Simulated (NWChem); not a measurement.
The numbers come from NWChem runs, not from measurements. System: H₇Si₃, charge -1, spin multiplicity 1, at the geometry of a parent with another charge or spin, in a state set for the comparison that need not be this species' ground state. Level: MP2/def2-SVPD, 15 core orbitals frozen.

Input file:

```
start mol
memory heap 200 mb stack 900 mb global 1100 mb
charge -1
geometry units angstroms nocenter noautoz noautosym
  Si     1.932002     0.595320     0.065751
  Si     0.092939    -0.784230    -0.407289
  Si    -1.903934     0.184070     0.392683
  H      3.255340     0.028812    -0.338940
  H      1.793682     1.984878    -0.468546
  H     -0.039062    -1.041797    -1.877880
  H      0.312422    -2.100831     0.265690
  H     -3.071341    -0.694162     0.084377
  H     -2.121630     1.513399    -0.251336
  H     -1.823517     0.377471     1.870604
end
basis spherical
  * library def2-svpd
end
scf
  rhf
  nopen 0
  maxiter 100
  thresh 1e-7
  semidirect memsize 60000000 filesize 0
end
mp2
  freeze core 15
end
task mp2 energy
```

Output (cleaned and shortened):

```
             Northwest Computational Chemistry Package (NWChem) 7.3.0
             --------------------------------------------------------

                                NWChem Input Module
                                -------------------

 Scaling coordinates for geometry "geometry" by  1.889725989
 (inverse scale =  0.529177249)

                             Geometry "geometry" -> ""
                             -------------------------

 Output coordinates in angstroms (scale by  1.889725989 to convert to a.u.)

  No.       Tag          Charge          X              Y              Z
 ---- ---------------- ---------- -------------- -------------- --------------
    1 Si                  14.0000     1.93200200     0.59532000     0.06575100
    2 Si                  14.0000     0.09293900    -0.78423000    -0.40728900
    3 Si                  14.0000    -1.90393400     0.18407000     0.39268300
    4 H                    1.0000     3.25534000     0.02881200    -0.33894000
    5 H                    1.0000     1.79368200     1.98487800    -0.46854600
    6 H                    1.0000    -0.03906200    -1.04179700    -1.87788000
    7 H                    1.0000     0.31242200    -2.10083100     0.26569000
    8 H                    1.0000    -3.07134100    -0.69416200     0.08437700
    9 H                    1.0000    -2.12163000     1.51339900    -0.25133600
   10 H                    1.0000    -1.82351700     0.37747100     1.87060400

 Effective nuclear repulsion energy (a.u.)     181.6848156125

            Nuclear Dipole moment (a.u.)
            ----------------------------
        X                 Y               Z
 ---------------- ---------------- ----------------
    -0.0000151178     0.0000188973    -0.0000018897


 Summary of "ao basis" -> "" (spherical)
 ------------------------------------------------------------------------------
       Tag                 Description            Shells   Functions and Types
 ---------------- ------------------------------  ------  ---------------------
 *                         def2-svpd                  on all atoms

 Summary of "ao basis" -> "ao basis" (spherical)
 ------------------------------------------------------------------------------
       Tag                 Description            Shells   Functions and Types
 ---------------- ------------------------------  ------  ---------------------
 Si                        def2-svpd                10       24   5s3p2d
 H                         def2-svpd                 4        8   2s2p

                                 NWChem SCF Module
                                 -----------------

  ao basis        = "ao basis"
  functions       =   128
  atoms           =    10
  closed shells   =    25
  open shells     =     0
  charge          =  -1.00
  wavefunction    = RHF
  use symmetry    = F
  symmetry adapt  = F

 Summary of "ao basis" -> "ao basis" (spherical)
 ------------------------------------------------------------------------------
       Tag                 Description            Shells   Functions and Types
 ---------------- ------------------------------  ------  ---------------------
 Si                        def2-svpd                10       24   5s3p2d
 H                         def2-svpd                 4        8   2s2p

 Forming initial guess at       0.1s

      Superposition of Atomic Density Guess
      -------------------------------------

 Sum of atomic energies:        -869.71157234

 Renormalizing density from      49.00 to     50
[...]
              MO Center= -5.7D-01, -1.4D+00, -6.4D-01, r^2= 1.1D+01
   Bfn.  Coefficient  Atom+Function         Bfn.  Coefficient  Atom+Function
  ----- ------------  ---------------      ----- ------------  ---------------
    29     -5.830343   2 Si s                28      5.512741   2 Si s
     5      1.192837   1 Si s                53      0.972548   3 Si s
    37     -0.755467   2 Si py               90     -0.756040   6 H  s
    98     -0.600589   7 H  s                38     -0.488156   2 Si pz
    96     -0.351309   6 H  pz               46      0.328709   2 Si d  0

 Vector   28  Occ=0.000000D+00  E= 2.457255D-01
              MO Center=  2.0D+00,  8.8D-01,  1.2D-01, r^2= 1.2D+01
   Bfn.  Coefficient  Atom+Function         Bfn.  Coefficient  Atom+Function
  ----- ------------  ---------------      ----- ------------  ---------------
     4      4.937497   1 Si s                 5     -4.831666   1 Si s
    29      1.449454   2 Si s                28     -0.786161   2 Si s
    82     -0.430520   5 H  s                74     -0.418671   4 H  s
    12      0.383719   1 Si px              106     -0.367932   8 H  s
    14     -0.363900   1 Si pz               47     -0.334859   2 Si d  1

 center of mass
 --------------
 x =   0.03485212 y =  -0.00139380 z =   0.01473070

 moments of inertia (a.u.)
 ------------------
         204.086686834844         -77.193834441998          83.555198343150
         -77.193834441998         907.410684112357         -45.656590816650
          83.555198343150         -45.656590816650         992.723919300809

  Mulliken analysis of the total density
  --------------------------------------

    Atom       Charge   Shell Charges
 -----------   ------   -------------------------------------------------------
    1 Si  14    14.22   2.00  1.99  0.94  0.09  0.23  5.94  1.19  1.68  0.11  0.05
    2 Si  14    14.41   2.00  1.99  0.97  0.10  0.01  5.94  1.20  1.64  0.18  0.39
    3 Si  14    14.04   2.00  1.99  0.96  0.16  0.06  5.94  1.21  1.46  0.18  0.08
    4 H    1     1.09   0.73  0.29  0.01  0.06
    5 H    1     1.09   0.73  0.30  0.01  0.05
    6 H    1     0.99   0.74  0.28  0.01 -0.05
    7 H    1     1.04   0.74  0.30  0.01 -0.01
    8 H    1     1.05   0.75  0.31  0.01 -0.02
    9 H    1     1.05   0.74  0.31  0.01 -0.02
   10 H    1     1.03   0.74  0.30  0.01 -0.02

       Multipole analysis of the density wrt the origin
       ------------------------------------------------

     L   x y z        total         open         nuclear
     -   - - -        -----         ----         -------
     0   0 0 0     -1.000000      0.000000     49.000000

     1   1 0 0     -2.360678      0.000000     -0.000015
     1   0 1 0     -0.683170      0.000000      0.000019
     1   0 0 1     -0.407989      0.000000     -0.000002

     2   2 0 0    -54.342715      0.000000    479.596106
     2   1 1 0     -3.990464      0.000000     40.876641
     2   1 0 1     -1.984599      0.000000    -50.505262
     2   0 2 0    -42.203228      0.000000     94.277474
     2   0 1 1     -1.916403      0.000000     24.130523
     2   0 0 2    -43.658610      0.000000     43.004875

                   NWChem MP2 Semi-direct Energy/Gradient Module
                   ---------------------------------------------

  Basis functions       =    128
  Molecular orbitals    =    128
  Frozen core           =     15
  Frozen virtuals       =      0
  Active alpha occupied =     10
  Active beta occupied  =     10
  Active alpha virtual  =    103
  Active beta virtual   =    103
  Use MO symmetry       = F
  Use skeleton AO sym   = F

  AO/Fock/Back tols     =   1.0D-09  1.0D-09  1.0D-09

 GA uses MA = F    GA memory limited = T

 Available:
  local mem=  1.26D+08
 global mem=  1.44D+08
 local disk=  0.00D+00
  mp2_memr nvloc                   103
  nvloc new                   103
   1 passes of  10:        3145728                      59688                  28026567.
   1 passes of  10: M    126143223           G      144146432           F     122997495.

 Semi-direct pass number   1 of   1  for RHF alpha+beta  at       11.1s
  vrange nnbf                  7995
  mp2_eaftype                   106  avail_ma_in_mb                  1099
 EAF : mp2_eaftype filesize         106   14013284.
  mp2_eaf for mointskh                    106
Node 0 wrote     65.9 Mb in      0.0 s     Agg I/O rate:  1359.4 Mb/s
 Done moints_semi at       19.9s
  mp2_eaftype                   106  avail_ma_in_mb                   993
 EAF : mp2_eaftype filesize         106   14013284.
  mp2_eaf for kh                   106
 Done maket at       20.4s
 Done multipass loop at       20.4s

          -------------------------------------------
          SCF energy                -870.556477190886
          Correlation energy          -0.338927903397
          Singlet pairs               -0.253937698446
          Triplet pairs               -0.084990204951
          Total MP2 energy          -870.895405094283
          -------------------------------------------

          ---------------------------------------------------
                    Spin Component Scaled (SCS) MP2
          Same spin pairs                     -0.056660136634
          Same spin scaling factor             0.333333333333
          Opposite spin pairs                 -0.282267766763
          Opposite spin scaling fact.          1.200000000000
          SCS-MP2 correlation energy          -0.357608032326
          Total SCS-MP2 energy              -870.914085223213
          ---------------------------------------------------

 -----------------------
 Performance information
 -----------------------

 Timer overhead =  2.52D-07 seconds/call

               Nr. of calls         CPU time (s)                 Wall time (s)                GFlops
             ---------------    -------------------     ------------------------------   -------------------
Name         Min   Avg   Max    Min     Avg     Max     Min     Avg     Max   Mx/calls   Min     Max     Sum
mp2: moin     1     1     1    8.7     8.7     8.7      8.7     8.7     8.7     8.7      0.0     0.0     0.0
mp2: make     1     1     1   0.59    0.59    0.59     0.59    0.59    0.59    0.59      0.0     0.0     0.0
mp2: tota     1     1     1    9.4     9.4     9.4      9.4     9.4     9.4     9.4      0.0     0.0     0.0

 The average no. of pstat calls per process was 3.00D+00
 with a timing overhead of 7.55D-07s

 Task  times  cpu:       20.4s     wall:       20.4s

 Total times  cpu:       20.5s     wall:       20.5s
```
